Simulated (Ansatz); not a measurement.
System: CH4GeN, charge 0, doublet. CH4GeN (SMILES [H]/[C]=[N]/[GeH3], doublet).
B3LYP-D3(BJ)/def2-TZVP minimum from Ansatz (a program for electronic structure):
```xyz
7

C     -1.8109    -1.1652    -0.0798
N     -0.5957    -1.0860    -0.1916
Ge     0.4740     0.4459     0.0540
H     -2.4079    -2.0794    -0.2309
H      1.4653     0.0856     1.1678
H     -0.3939     1.6579     0.4325
H      1.2027     0.6613    -1.2785
```
Charge 0, spin multiplicity 2.

Total energies in hartree (Ansatz). Open shells are spin-unrestricted; no spin-orbit coupling. Correlated methods leave the cores frozen (noble-gas shells, and filled d and f shells in the p block). No relativity. For partners of very few electrons the exact lower level stands in for a higher one. The UHF reference of CH4GeN ([H]/[C]=[N]/[GeH3], doublet) is spin-contaminated (<S^2> up to 0.04 over the pure value in the sets run).

```csv
species,HF/cc-pVTZ,CCSD(T)/cc-pVTZ,HF/cc-pVQZ,CCSD(T)/cc-pVQZ,CCSD(T)/cc-pVDZ,CCSDT(Q)/cc-pVDZ
"1: CH4GeN (SMILES [H]/[C]=[N]/[GeH3], doublet)",-2170.01544,-2170.52586,-2170.02641,-2170.56436,-2170.33601,-2170.33833
2: C (triplet),-37.69157,-37.78076,-37.69331,-37.78654,-37.76038,-37.76071
3: N (quartet),-54.40069,-54.51471,-54.40372,-54.52482,-54.47850,-54.47866
4: Ge (triplet),-2075.36107,-2075.42794,-2075.36359,-2075.43284,-2075.34866,-2075.34895
5: H (doublet),-0.49981,-0.49981,-0.49995,-0.49995,-0.49928,-0.49928
```

**Question.** Work out the atomisation energy (electronic, to ground-state atoms) in kcal/mol: take Hartree-Fock from cc-pVQZ, extrapolate the CCSD(T) correlation energy as X^-3 (X = 3, 4), and add CCSDT(Q) - CCSD(T) in cc-pVDZ. 1 hartree = 627.51 kcal/mol.

**Answer.** 
Species 1: correlation (64·(-0.53795) - 27·(-0.51042))/37 = -0.55804; step -0.00232; E1 = -2170.02641 + (-0.55804) + (-0.00232) = -2170.58677
Species 2: correlation (64·(-0.09323) - 27·(-0.08919))/37 = -0.09618; step -0.00033; E2 = -37.69331 + (-0.09618) + (-0.00033) = -37.78982
Species 3: correlation (64·(-0.12110) - 27·(-0.11402))/37 = -0.12627; step -0.00016; E3 = -54.40372 + (-0.12627) + (-0.00016) = -54.53015
Species 4: correlation (64·(-0.06925) - 27·(-0.06687))/37 = -0.07099; step -0.00029; E4 = -2075.36359 + (-0.07099) + (-0.00029) = -2075.43487
Species 5: correlation (64·(0.00000) - 27·(0.00000))/37 = 0.00000; step +0.00000; E5 = -0.49995 + (0.00000) + (+0.00000) = -0.49995
-1·E1 +1·E2 +1·E3 +1·E4 +4·E5 = 0.83213 hartree = 522.2 kcal/mol.
